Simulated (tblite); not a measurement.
Species: C7H10N2O.
SMILES with atom numbers: `[CH3:1][O:2][c:3]1[cH:4][cH:5][n:6][n:7]1[CH:8]1[CH2:9][CH2:10]1` (hydrogens: H11, H12, H13 on C1; H14 on C4; H15 on C5; H16 on C8; H17, H18 on C9; H19, H20 on C10)

The geometry is computed with GFN2-xTB (gas phase).

List the bond lengths, angles and torsions at this level.

```json
{"bond": "C1–O2", "length (Å)": "1.410", "order": "single"}
{"bond": "O2–C3", "length (Å)": "1.356", "order": "single"}
{"bond": "C3–C4", "length (Å)": "1.380", "order": "aromatic"}
{"bond": "C4–C5", "length (Å)": "1.402", "order": "aromatic"}
{"bond": "C5–N6", "length (Å)": "1.316", "order": "aromatic"}
{"bond": "N6–N7", "length (Å)": "1.338", "order": "aromatic"}
{"bond": "N7–C8", "length (Å)": "1.421", "order": "single"}
{"bond": "C8–C9, C8–C10", "length (Å)": "1.499", "order": "single"}
{"bond": "C9–C10", "length (Å)": "1.499", "order": "single"}
{"bond": "C3–N7", "length (Å)": "1.352", "order": "aromatic"}
{"bond": "C1–H11, C1–H12, C1–H13", "length (Å)": "1.092", "order": "single"}
{"bond": "C4–H14", "length (Å)": "1.070", "order": "single"}
{"bond": "C5–H15", "length (Å)": "1.072", "order": "single"}
{"bond": "C8–H16", "length (Å)": "1.082", "order": "single"}
{"bond": "C9–H17, C10–H19", "length (Å)": "1.078", "order": "single"}
{"bond": "C9–H18, C10–H20", "length (Å)": "1.079", "order": "single"}
```

Bonds in one row agree within 0.01 Å and their mean is given. Orders are formal, as drawn. A selection of angles:
```json
{"angle": "C1–O2–C3", "degrees": "115.0"}
{"angle": "O2–C3–C4", "degrees": "133.6"}
{"angle": "O2–C3–N7", "degrees": "119.1"}
{"angle": "C4–C3–N7", "degrees": "107.2"}
{"angle": "C3–C4–C5", "degrees": "103.9"}
{"angle": "C4–C5–N6", "degrees": "111.5"}
{"angle": "C5–N6–N7", "degrees": "106.0"}
{"angle": "N6–N7–C8", "degrees": "122.3"}
{"angle": "C3–N7–N6", "degrees": "111.3"}
{"angle": "C3–N7–C8", "degrees": "126.5"}
{"angle": "N7–C8–C9", "degrees": "118.7"}
{"angle": "C9–C8–C10", "degrees": "60.0"}
{"angle": "C8–C9–C10", "degrees": "60.1"}
```

Torsions: C1–O2–C3–C4 1° (synperiplanar); N6–N7–C8–C9 -33° (synclinal); N7–C8–C9–C10 108° (anticlinal); N7–C8–C10–C9 -108° (anticlinal). The mirror-image conformer, all signs reversed, is as good.

The C–O distances run from 1.356 Å (O2–C3, drawn single) to 1.410 Å (C1–O2, drawn single), a spread of 0.054 Å. O2 (aryl ether oxygen) is bent (angle 115.0°). Of the pairs four or more bonds apart, O2···H16 is among the closest relative to their van der Waals radii: 2.43 Å, 90 % of the sum of Bondi's values. The 5 C–C bonds span 1.380 Å (C3–C4, aromatic) to 1.500 Å (C8–C10, drawn single), a spread of 0.120 Å. The 3 C–N bonds span 1.316 Å (C5–N6, aromatic) to 1.421 Å (N7–C8, drawn single), a spread of 0.105 Å. N7 (pyrrole-type nitrogen) is planar (angles 126.5°, 122.3° and 111.3°, sum 360.0°, 0.00 Å off the plane of its three neighbours). The 5-membered ring C3–C4–C5–N6–N7 has internal angles of 103.9° to 111.5° (sum 540°, against 540° for a flat polygon); it is planar, 0.00 Å rms from its mean plane, widest ring torsion 0°.

Point group: near Cs, missed by 0.09 Å at most; the miss may be what the optimiser left on a soft mode. Its GFN2-xTB frequencies are all real (lowest 32 cm⁻¹). One conformer, not necessarily the lowest.
